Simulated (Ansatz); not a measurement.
`[F][Ga][F]` radical, relaxed with UKS PBE0-D4/def2-TZVP in Ansatz 0.2.0 from a PBE-D4/def2-SVP geometry. The force threshold is 0.005 eV/Å; the program also tests the step.

The species carries charge 0 and has multiplicity 2.

Start:

```xyz
3

F     0.039    1.517    0.315
Ga   -0.291   -0.005   -0.545
F     0.252   -1.512    0.230
```

```
step  energy (eV)  largest force (eV/Å)  largest move (Å)
   1  -57803.4360                 0.473             0.000
   2  -57803.4450                 0.245             0.011
   3  -57803.4482                 0.002             0.012
```

End:

```xyz
3

F     0.040    1.494    0.313
Ga   -0.289   -0.005   -0.541
F     0.249   -1.489    0.228
```

Hardware: 2 threads of a server CPU on a shared host. Wall time 19 s, peak host memory 0.28 GiB.
